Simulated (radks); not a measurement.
Problem. Valence configurations of Os (all share [Xe]). Method: Dirac Kohn-Sham, LDA (Slater exchange, Perdew-Wang correlation), spin-unpolarised, spherical densities, finite nucleus; open shells are shared between the two j in proportion to 2j + 1; Fermi nuclear charge, rms radius 5.4126 fm; computed with a radial shooting solver on a logarithmic mesh with Libxc functionals. Order these by energy: 4f14 5d4 6s2 6p2; 4f13.5 5d6.5 6s2; 4f14 5d7 6s1; 4f14 5d5 6s1 6p2; 4f14 5d6 6p2; 4f13 5d6 6s2 6p1; 4f13.5 5d6 6s2 6p0.5; 4f14 5d6 6s1 6p1; 4f14 5d5 6s2 6p1; 4f14 5d6 6s2.

Solution. From the lowest, in eV above it: 4f14 5d6 6s2 0.000; 4f14 5d7 6s1 0.334; 4f14 5d6 6s1 6p1 5.084; 4f14 5d5 6s2 6p1 6.102; 4f14 5d6 6p2 10.499; 4f14 5d5 6s1 6p2 11.935; 4f14 5d4 6s2 6p2 14.475; 4f13.5 5d6.5 6s2 23.927; 4f13.5 5d6 6s2 6p0.5 26.981; 4f13 5d6 6s2 6p1 57.373. NIST lists [Xe] 4f14 5d6 6s2 as the ground configuration; this level of theory agrees among the configurations tried. The energies are those of spherical spin-averaged densities, not of single terms.
